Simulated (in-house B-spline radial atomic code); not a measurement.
Settings and results of a run for Ge III (Ge2+) (with a hole in an inner shell). Level of theory: Dirac-Hartree-Fock, average of the jj configuration, Fermi nucleus of rms radius 4.0742 fm; calculated with a radial B-spline atomic code at the basis-set limit.

In the input, a minus or plus after the letter marks the j = l - 1/2 or j = l + 1/2 subshell.

Command:
```bash
python run_scf.py task.json out
```
Settings (nuclear radius in fm, mass in u):
```
Z                32
configuration    1s2 2s2 2p6 3s2 3p6 3d-4 3d+5 4s1 4p2
hamiltonian      dirac
method           hf
spin_polarised   False
nucleus          fermi
rms_radius       4.0742
atomic_mass      73.92118
speed_of_light   137.035999084
```

Output (hartree, bohr):
```
 radial grid: 73 intervals, B-splines of order 8, outer radius 38.5185 bohr

 iter        energy (Eh)    residual
    1      -2093.3929101    4.45e-01
    2      -2094.4236626    1.99e-01
    3      -2095.1459459    2.89e-02
    4      -2095.1660612    4.68e-03
    5      -2095.1664907    3.19e-03
    6      -2095.1666949    3.50e-04
    7      -2095.1666968    3.38e-05
    8      -2095.1666968    5.31e-06
    9      -2095.1666968    6.55e-07
   10      -2095.1666968    1.39e-07

 total energy                    -2095.166697
 kinetic                           2140.67946
 electron-nucleus                 -5024.89864
 electron-electron                  789.05249

 first-order corrections (not in the total)
   Gaunt                            1.04900
   retardation                     -0.09773
   frequency dependence            -0.00384
   self-energy                      0.70146
   Uehling                         -0.06706
   Wichmann-Kroll                   0.00061
   recoil                           0.01152

 orbital      occ     eigenvalue          <r>       <r^2>       <1/r>       r_max    small
 1s1/2      2.000     -412.35273    0.0469793  0.00297066     32.3866     0.03074  1.34e-02
 2s1/2      2.000      -54.77592      0.20899   0.0515812     7.17955      0.1757  2.62e-03
 2p1/2      2.000      -48.66416     0.181227   0.0403318     7.10605      0.1393  2.58e-03
 2p3/2      4.000      -47.45789     0.184678   0.0417469      6.9176      0.1422  2.53e-03
 3s1/2      2.000       -8.63300     0.617374    0.438416     2.30685      0.5403  6.01e-04
 3p1/2      2.000       -6.57303     0.631407    0.467136      2.1825      0.5366  5.52e-04
 3p3/2      4.000       -6.34293     0.641318    0.481729     2.13661      0.5446  5.38e-04
 3d3/2      4.000       -2.85245     0.687496    0.587335     1.85582      0.4992  4.24e-04
 3d5/2      5.000       -2.81808     0.692169    0.595417     1.84296      0.5021  4.20e-04
 4s1/2      1.000       -1.43083      1.87168     3.96554    0.693572       1.624  8.17e-05
 4p1/2      0.667       -1.00116      2.19011     5.46382    0.584602       1.869  6.03e-05
 4p3/2      1.333       -0.98608      2.21992     5.61033    0.575387       1.897  5.87e-05
```

Time taken, with all properties: 1.1 s on 1 thread of Arm Neoverse V2, on a shared host.

For the Dirac Hamiltonian the kinetic term is c α·p + (β - 1)c².
